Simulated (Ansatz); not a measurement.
Basis-set extrapolation for C₃H₆SSi, SMILES `C=CC([SiH3])=S` (PBE0-D4/def2-TZVP geometry, frozen core, Ansatz 0.2.0). Multiplicity 1, RHF reference.

```csv
,def2-TZVPP,def2-QZVPP
HF,-803.571806,-803.596980
MP2 correlation,-0.776310,-0.830899
CCSD(T) correlation,-0.870435,not run
```

Energies in hartree. Use E(X) = E(∞) + A·exp(−7.88·√X) for Hartree–Fock and E(X) = E(∞) + B·X^(−2.97) for correlation, with X = 3 and 4, and add CCSD(T) minus MP2 of the smaller set to the MP2 limit.

Problem. What is the CCSD(T) energy at the basis-set limit?

Solution. HF limit: -803.596980 + (-0.025174) × 0.13774 = -803.60045. MP2 limit: -0.830899 + (-0.054589) × 0.74074 = -0.87134. Higher-order term: -0.870435 − (-0.776310) = -0.09413. Total: -804.56592 hartree, 3.37 eV below CCSD(T)/def2-TZVPP.
